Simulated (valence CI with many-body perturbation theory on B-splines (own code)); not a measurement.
## Ce44+ in brief

Level of theory: valence CI with perturbative core correlation (CI+MBPT): four valence electrons over a frozen Dirac-Fock core [Ne], radial functions for each j: 11 s, 11 p, 10 d, 8 f, 5 g, 2 h, with the one-electron correlation potential Σ1 (screened to all orders), the two-electron term Σ2, the three-electron term Σ3, Breit, model QED; selected single and double excitations, second order for the rest, scaled by the run's own slope (own B-spline code, finite nucleus).

No measured spectrum was set against this ion. As an estimate, large intervals hold to a few tenths of a per cent, small ones and those within an open d or f shell to about a per cent. Among the levels kept, up to 550 cm⁻¹ of a level comes from second order outside the variational space, and about a tenth of that is noise between levels of different J, which matters for small intervals.

Levels are named by their leading jj configuration (3d3/2^4 stands for four electrons in 3d with j = 3/2), which in mixed levels can hold well under half, so a name can repeat and another be missing.

Rates and lifetimes use the calculated energies. Strong lines usually hold to 10 to 20 %, long lifetimes can be off by a factor of two.

**Question.** What is the ground level?

**Answer.** (3s^2 3p1/2^2) J=0, composition 71 % 3s2 3p2 3P + 28 % 3s2 3p2 1S.

**Question.** What is the ionisation energy?

**Answer.** 3572.6 eV; NIST lists 3570 ± 4 eV (theoretical).

**Question.** How well does LS coupling describe the low levels?

**Answer.** Among the lowest 20 levels the leading LS term, summed over configurations, holds 58 % on average. For single configurations the figures are 55 % in LS and 88 % in jj coupling. Terms mix most in the J = 2 level at 388.09 eV, where the leading one holds 27 %.

**Question.** Where does the other parity begin?

**Answer.** At (3s 3p1/2^2 3p3/2) J=2, 219.58 eV.

**Question.** Among levels below 806.17 eV, which E1 lines absorb most strongly from the ground level?

**Answer.** to (3s^2 3p1/2 3d3/2) J=1 at 4.180 nm, f = 0.683; to (3s 3p1/2^2 3p3/2) J=1 at 5.141 nm, f = 0.156; to (3s 3p1/2 3p3/2^2) J=1 at 3.509 nm, f = 0.00242.

**Question.** Name the longest-lived excited levels whose lifetime is computed, and their main decay.

**Answer.** (3s^2 3p1/2 3p3/2) J=2 at 112.38 eV lives 21.8 μs, mostly by E2 to (3s^2 3p1/2^2) J=0; (3s^2 3p3/2 3d5/2) J=4 at 407.35 eV lives 154 ns, mostly by M1 to (3s^2 3p1/2 3d5/2) J=3; (3s^2 3p1/2 3p3/2) J=1 at 105.36 eV lives 127 ns, mostly by M1 to (3s^2 3p1/2^2) J=0.
